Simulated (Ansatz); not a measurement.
`C[NH][Ti]([OH])([Cl])[O]C`. The species carries charge 0 and has multiplicity 1. Correlated methods include outer-core shells of Ti, which these sets cover unevenly. Scalar relativity is left out up to krypton.

Z-matrix (Å, degrees):
```
C
Ti 1 2.986
N 1 1.442 2 29.0
H 1 1.096 2 121.5 3 -78.0
H 1 1.092 2 80.9 3 177.3
H 1 1.096 2 124.6 3 72.2
Cl 2 2.243 1 102.3 3 109.6
O 2 1.789 1 128.1 3 -20.1
O 2 1.759 1 91.1 3 -144.7
H 3 1.013 1 113.1 2 -178.3
H 8 0.956 2 138.5 1 -131.3
C 9 1.390 2 161.3 1 -93.0
H 12 1.095 9 110.2 2 -11.7
H 12 1.095 9 110.2 2 108.4
H 12 1.094 9 110.1 2 -131.8
```

Problem. Give the diagnostics of a CCSD(T)/def2-TZVPP run (frozen core, the Gaussian-basis code of Ansatz). (Best estimate.)

Solution. The calculation gave: T1 = 0.0230, largest single amplitude 0.045, largest double 0.021, (T) share of the correlation energy 4.7 %, 15 CCSD cycles. The RHF solution is stable towards an unrestricted one. T1 lies over the customary mark of 0.02 for closed shells; compounds of d metals often pass it without a breakdown.
